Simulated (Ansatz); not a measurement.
Ansatz (a first-principles code) input (B3LYP-D3(BJ)/def2-TZVP):

Ansatz 0.2 input:
```yaml
crystal:
  periodic: [false, false, false]
  atoms:
    - {symbol: N, position_ang: [-0.84364826, 0.20050454, 0.03855610]}
    - {symbol: C, position_ang: [0.43789918, 0.33288707, -0.07404923]}
    - {symbol: O, position_ang: [1.30212154, -0.58825891, -0.01460483]}
    - {symbol: H, position_ang: [-1.29101971, -0.70144939, 0.19275302]}
    - {symbol: H, position_ang: [-1.46518990, 1.00010518, -0.02101597]}
    - {symbol: H, position_ang: [0.85657543, 1.32829955, -0.23954079]}
    - {symbol: H, position_ang: [1.00267110, -1.50878049, 0.13127782]}
basis:
  gaussian:
    orbitals: def2-TZVP
hamiltonian:
  xc: b3lyp
  dispersion: d3bj
total_charge: 1
relax: {f_tol: 0.002, max_steps: 150}
```

Output:

```
Functional definition: B3LYP
integrals: 0.03 GiB planned
662 factors; their error is unknown
mean field: 0.32 GiB planned
mean field evaluation 1: about -4620.5222 eV, gradient 9.0e1 eV
mean field evaluation 2: about -4611.0902 eV, gradient 1.1e2 eV
mean field evaluation 4: about -4633.8412 eV, gradient 8.6e0 eV
mean field evaluation 8: about -4633.9667 eV, gradient 4.0e-1 eV
mean field -4633.96688476 eV, -170.2951419994 hartree, gradient 3.0e-5 eV, S^2 0.000000; 0 other end points of the search recorded, 0 dependent functions left out
the calculation of the forces begins
reference -4633.96706733 eV, -170.2951487087 hartree; 12, 12 occupied and 105, 105 virtual orbitals, 662 factors
relax step   1: F+E_penalty+E_count = -4634.10627718 eV  Δ(F+E_penalty+E_count) = +0.000e0 eV  max|allowed force component| = 1.016e0 eV/Å  Δτ_max = 0.0000 Å  (25 SCF iters, accepted)
these checks for a lower state are left out or cut short: starts, cluster_reference, orbital_swaps, neighbouring_geometries, increment
integrals: 0.03 GiB planned
662 factors; their error is unknown
mean field: 0.32 GiB planned
mean field evaluation 16: about -4633.9820 eV, gradient 1.2e0 eV
mean field -4633.97844943 eV, -170.2955669932 hartree, gradient 1.0e-5 eV, S^2 0.000000; 0 other end points of the search recorded, 0 dependent functions left out
the calculation of the forces begins
reference -4633.97863192 eV, -170.2955736994 hartree; 12, 12 occupied and 105, 105 virtual orbitals, 662 factors
relax step   2: F+E_penalty+E_count = -4634.11777567 eV  Δ(F+E_penalty+E_count) = -1.150e-2 eV  max|allowed force component| = 3.748e-1 eV/Å  Δτ_max = 0.0092 Å  (30 SCF iters, accepted)
these checks for a lower state are left out or cut short: starts, cluster_reference, orbital_swaps, neighbouring_geometries, increment
integrals: 0.03 GiB planned
662 factors; their error is unknown
mean field: 0.32 GiB planned
mean field -4633.98199750 eV, -170.2956973824 hartree, gradient 1.0e-5 eV, S^2 0.000000; 0 other end points of the search recorded, 0 dependent functions left out
the calculation of the forces begins
reference -4633.98217977 eV, -170.2957040807 hartree; 12, 12 occupied and 105, 105 virtual orbitals, 662 factors
relax step   3: F+E_penalty+E_count = -4634.12137085 eV  Δ(F+E_penalty+E_count) = -3.595e-3 eV  max|allowed force component| = 6.747e-2 eV/Å  Δτ_max = 0.0078 Å  (32 SCF iters, accepted)
these checks for a lower state are left out or cut short: starts, cluster_reference, orbital_swaps, neighbouring_geometries, increment
integrals: 0.03 GiB planned
662 factors; their error is unknown
mean field: 0.32 GiB planned
mean field evaluation 32: about -4633.9821 eV, gradient 4.1e-1 eV
mean field -4633.98230623 eV, -170.2957087281 hartree, gradient 1.0e-5 eV, S^2 0.000000; 0 other end points of the search recorded, 0 dependent functions left out
the calculation of the forces begins
reference -4633.98248837 eV, -170.2957154215 hartree; 12, 12 occupied and 105, 105 virtual orbitals, 662 factors
relax step   4: F+E_penalty+E_count = -4634.12173938 eV  Δ(F+E_penalty+E_count) = -3.685e-4 eV  max|allowed force component| = 5.843e-2 eV/Å  Δτ_max = 0.0083 Å  (32 SCF iters, accepted)
these checks for a lower state are left out or cut short: starts, cluster_reference, orbital_swaps, neighbouring_geometries, increment
integrals: 0.03 GiB planned
662 factors; their error is unknown
mean field: 0.32 GiB planned
mean field -4633.98242849 eV, -170.2957132210 hartree, gradient 1.0e-5 eV, S^2 0.000000; 0 other end points of the search recorded, 0 dependent functions left out
the calculation of the forces begins
reference -4633.98261062 eV, -170.2957199141 hartree; 12, 12 occupied and 105, 105 virtual orbitals, 662 factors
relax step   5: F+E_penalty+E_count = -4634.12187106 eV  Δ(F+E_penalty+E_count) = -1.317e-4 eV  max|allowed force component| = 5.340e-3 eV/Å  Δτ_max = 0.0037 Å  (32 SCF iters, accepted)
these checks for a lower state are left out or cut short: starts, cluster_reference, orbital_swaps, neighbouring_geometries, increment
integrals: 0.03 GiB planned
662 factors; their error is unknown
mean field: 0.32 GiB planned
mean field -4633.98243355 eV, -170.2957134068 hartree, gradient 1.0e-5 eV, S^2 0.000000; 0 other end points of the search recorded, 0 dependent functions left out
the calculation of the forces begins
reference -4633.98261568 eV, -170.2957201000 hartree; 12, 12 occupied and 105, 105 virtual orbitals, 662 factors
relax step   6: F+E_penalty+E_count = -4634.12187296 eV  Δ(F+E_penalty+E_count) = -1.899e-6 eV  max|allowed force component| = 1.331e-3 eV/Å  Δτ_max = 0.0006 Å  (32 SCF iters, accepted)
integrals: 0.03 GiB planned
662 factors; their error is unknown
mean field: 0.32 GiB planned
mean field evaluation 64: about -4633.9890 eV, gradient 3.8e-2 eV
mean field -4633.98243355 eV, -170.2957134068 hartree, gradient 1.0e-5 eV, S^2 0.000000; 1 other end points of the search recorded, 0 dependent functions left out
the calculation of the forces begins
reference -4633.98261568 eV, -170.2957201000 hartree; 12, 12 occupied and 105, 105 virtual orbitals, 662 factors
Total energy: -4634.12205509 eV, -170.3008444039 hartree
Atom 0 at    -0.845293     0.191783     0.040313 Å, force    -0.000537     0.000356    -0.000013 eV/Å
Atom 1 at     0.436582     0.336536    -0.074570 Å, force    -0.000081    -0.001331     0.000241 eV/Å
Atom 2 at     1.318711    -0.593535    -0.015406 Å, force     0.001275     0.000115    -0.000168 eV/Å
Atom 3 at    -1.296467    -0.703907     0.194092 Å, force     0.000276     0.000132     0.000035 eV/Å
Atom 4 at    -1.449517     1.003052    -0.023541 Å, force    -0.000925     0.000541    -0.000092 eV/Å
Atom 5 at     0.844557     1.329250    -0.238205 Å, force     0.000186    -0.000187     0.000053 eV/Å
Atom 6 at     0.990836    -1.499871     0.130691 Å, force    -0.000193     0.000373    -0.000057 eV/Å
Dipole moment:    -0.565636    -0.024123     0.045365 e Å
```

It need not be the lowest isomer of its formula.
